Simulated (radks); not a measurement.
Isoelectronic series with 4 electrons, each ion in its NIST ground configuration. Calculated with a radial shooting solver on a logarithmic mesh with Libxc functionals: Dirac Kohn-Sham, PBEsol, spin-unpolarised, spherical densities, finite nucleus; Fermi nuclear charge, rms radius of each element as measured or else 0.836 A^(1/3) + 0.57 fm. Total energies (hartree) and orbital eigenvalues (hartree) (* marks an orbital that is empty in some or all of the ions):

| ion | configuration | E (hartree) | 2p1/2* | 2s1/2 | 1s1/2 |
|---|---|---|---|---|---|
| Cd44+ | [He] 2s2 | -2898.52661 | -265.4464 | -269.7658 | -1125.978 |
| In45+ | [He] 2s2 | -3026.70503 | -277.7994 | -282.2322 | -1176.336 |
| Sn46+ | [He] 2s2 | -3157.96630 | -290.4676 | -295.0151 | -1227.911 |
| Sb47+ | [He] 2s2 | -3292.34138 | -303.4544 | -308.1180 | -1280.714 |
| Te48+ | [He] 2s2 | -3429.85706 | -316.7631 | -321.5442 | -1334.754 |
| I49+ | [He] 2s2 | -3570.55133 | -330.3974 | -335.2978 | -1390.047 |
| Xe50+ | [He] 2s2 | -3714.44962 | -344.3611 | -349.3820 | -1446.600 |
| Cs51+ | [He] 2s2 | -3861.5894 | -358.6579 | -363.8011 | -1504.430 |
| Ba52+ | [He] 2s2 | -4012.0018 | -373.2920 | -378.5590 | -1563.545 |
| La53+ | [He] 2s2 | -4165.7261 | -388.2673 | -393.6600 | -1623.963 |
| Ce54+ | [He] 2s2 | -4322.7968 | -403.5883 | -409.1083 | -1685.695 |
| Pr55+ | [He] 2s2 | -4483.2542 | -419.2595 | -424.9086 | -1748.757 |
| Nd56+ | [He] 2s2 | -4647.1358 | -435.2854 | -441.0654 | -1813.162 |
| Pm57+ | [He] 2s2 | -4814.4775 | -451.6709 | -457.5833 | -1878.923 |
| Sm58+ | [He] 2s2 | -4985.3104 | -468.4210 | -474.4665 | -1946.052 |
| Eu59+ | [He] 2s2 | -5159.7147 | -485.5408 | -491.7226 | -2014.580 |
| Gd60+ | [He] 2s2 | -5337.7126 | -503.0358 | -509.3554 | -2084.514 |
| Tb61+ | [He] 2s2 | -5519.4001 | -520.9116 | -527.3737 | -2155.893 |
